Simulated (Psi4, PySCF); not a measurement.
Here is a job for PySCF.
```python
from pyscf import gto, scf, dft

mol = gto.M(
    atom='''
Be    0.000000    0.000000    0.000000
H     0.533900   -0.708500    0.922600
H    -0.533900    0.708500   -0.922600
''',
    basis='6-31g*',
    charge=-1,
    spin=1,
    verbose=4,
)

mf = dft.UKS(mol)
mf.xc = 'pbe0'
mf.grids.atom_grid = (99, 590)
mf.grids.prune = None
mf.kernel()
```

Problem. Write the same job for Psi4.

Solution. Several could match; the one computed here: 
```
memory 2 GB

molecule mol {
-1 2
  Be    0.000000    0.000000    0.000000
  H     0.533900   -0.708500    0.922600
  H    -0.533900    0.708500   -0.922600
}

set basis 6-31g*
set reference uks
set scf_type pk
set puream true
set d_convergence 1e-8
set dft_radial_points 99
set dft_spherical_points 590

energy('pbe0')
print_variables()
```

Both were run: PySCF gave -15.810704 Eh and Psi4 -15.810704 Eh, 0.000 mEh apart.
